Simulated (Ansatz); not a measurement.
Energy difference 2 R1 → 2 P1 + P2, each structure at its B3LYP-D3(BJ)/def2-TZVP stationary point, reached from a drawn start (curvature not checked).
P1, H2 (SMILES [H][H]) (charge 0, multiplicity 1):
| atom | x (Å) | y (Å) | z (Å) |
|---|---|---|---|
| H | 0.0000 | 0.0000 | 0.3720 |
| H | 0.0000 | 0.0000 | -0.3720 |
R1: H2O (SMILES O), charge 0, multiplicity 1.
P2, O2 (SMILES O=O) (charge 0, multiplicity 3, Z-matrix in Å and degrees):
```
O
O 1 1.2043
```

P less R. No zero-point or thermal terms; singlets are restricted closed shells; open shells are unrestricted; no spin–orbit coupling.

Correlated levels freeze the cores.

Codes used: Ansatz (Gaussian orbitals). Each number belongs to the level named beside it.

Total energies in hartree:

```
structure  PBE/def2-TZVPP  B3LYP/def2-TZVPP  CCSD(T)/cc-pVQZ
---------  --------------  ----------------  ---------------
P1              -1.166122         -1.180004        -1.173794
R1             -76.380147        -76.466662       -76.359711
P2            -150.248609       -150.389760      -150.173871
```

**Question.** Work out the reaction energy at each level in kJ/mol (1 hartree = 2625.49964 kJ/mol), and say how far PBE/def2-TZVPP lies from CCSD(T)/cc-pVQZ.

**Answer.** 
- PBE/def2-TZVPP: 2 × (-1.166122) + (-150.248609) − 2 × (-76.380147) = 0.179441 hartree = 471.1 kJ/mol
- B3LYP/def2-TZVPP: 2 × (-1.180004) + (-150.389760) − 2 × (-76.466662) = 0.183556 hartree = 481.9 kJ/mol
- CCSD(T)/cc-pVQZ: 2 × (-1.173794) + (-150.173871) − 2 × (-76.359711) = 0.197963 hartree = 519.8 kJ/mol
PBE/def2-TZVPP less CCSD(T)/cc-pVQZ: -48.7 kJ/mol. CCSD(T)/cc-pVQZ is the level counted from, the highest shown, and no exact or measured value.

Ansatz is an electronic-structure program.
